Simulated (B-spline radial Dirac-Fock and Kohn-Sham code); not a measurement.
## Binding energies of Rb⁵⁺ at several levels of theory

System: Rb⁵⁺ in the configuration 1s2 2s2 2p6 3s2 3p6 3d10 4s2 4p2.

The density-functional columns are spherical, spin-unpolarised Dirac-Kohn-Sham results without Breit or QED terms: −ε is minus the orbital energy of the initial state and ΔSCF the difference of two total energies. The reference in the last column comes from ΔSCF Dirac-Fock with Breit, self-energy and vacuum polarisation, finite nucleus, configuration average. All numbers are from a radial B-spline solver, in eV; a selection of levels is shown. The Kohn-Sham columns are given as differences from the reference. For the 1s level of heavy atoms much of the gap between ΔSCF and the reference is the Breit and QED part, -35.9 eV here; for other levels the error of the functional can be larger.

| level | PBE −ε − DF | PBE ΔSCF − DF | LDA −ε − DF | LDA ΔSCF − DF | Dirac-Fock |
| --- | --- | --- | --- | --- | --- |
| 1s | -182.4 | +56.2 | -206.0 | +31.9 | 15283.1 |
| 2s | -74.9 | -32.3 | -77.5 | -34.8 | 2153.6 |
| 2p1/2 | -55.2 | -3.5 | -56.0 | -4.2 | 1947.5 |
| 2p3/2 | -56.3 | -6.2 | -57.0 | -6.8 | 1887.7 |
| 3s | -37.5 | -20.0 | -38.4 | -20.9 | 405.7 |
| 3p1/2 | -29.4 | -11.8 | -29.7 | -12.1 | 330.7 |
| 3p3/2 | -29.3 | -12.0 | -29.6 | -12.3 | 321.5 |
| 3d3/2 | -16.1 | +1.3 | -15.8 | +1.7 | 191.2 |
| 3d5/2 | -16.2 | +1.2 | -15.9 | +1.5 | 189.7 |
| 4s | -6.5 | +1.7 | -6.1 | +2.1 | 100.1 |
| 4p | -6.6 | +0.8 | -6.3 | +1.2 | 81.64 |

Values without a named source are computed, but for edge energies of neutral atoms, which are taken from tables.
